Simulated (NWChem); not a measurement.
System: C3H9F3Si2; SMILES C[Si](C)(C)[Si](F)(F)F

Here is an NWChem input.

```
start job
memory heap 200 mb stack 900 mb global 1100 mb
geometry units angstroms noautosym nocenter noautoz
  C      1.603684    -0.812958    -1.774526
  Si     0.000000     0.000000    -1.181187
  C     -0.097800     1.795310    -1.774526
  C     -1.505884    -0.982352    -1.774526
  Si     0.000000     0.000000     1.153990
  F     -1.324250     0.671126     1.772345
  F      1.243337     0.811271     1.772345
  F      0.080912    -1.482397     1.772345
  H      2.487347    -0.267503    -1.424600
  H      1.635775    -0.829415    -2.871177
  H      1.686268    -1.847973    -1.424171
  H      0.757258     2.384337    -1.424171
  H     -1.012009     2.287858    -1.424600
  H     -0.099593     1.831330    -2.871177
  H     -1.536182    -1.001915    -2.871177
  H     -1.475338    -2.020354    -1.424600
  H     -2.443526    -0.536364    -1.424171
end
basis spherical
  C library def2-svp
  Si library def2-svp
  F library def2-svp
  H library def2-svp
end
dft
  xc m05-2x
  iterations 150
end
cosmo
  do_cosmo_smd true
  solvent water
end
task dft energy
```

Coordinates come from a B3LYP/6-31G* (spherical d) optimisation. No frequency run checked for a minimum. Solvent: water.

Level: M05-2X/def2-SVP with SMD (1 M gas to 1 M solution), gas-phase geometry. Reactions with the solvent are ignored.

Task: Give the results of this calculation. (M05-2X/def2-SVP, SMD on the gas-phase geometry.) Quantities: solvation free energy (kcal/mol); cavity-dispersion-structure term (kcal/mol); dipole in solution (D).

Result: 
| Property | Value |
|---|---|
| solvation free energy (kcal/mol) | 1.3 |
| cavity-dispersion-structure term (kcal/mol) | 6.4 |
| dipole in solution (D) | 4.09 |
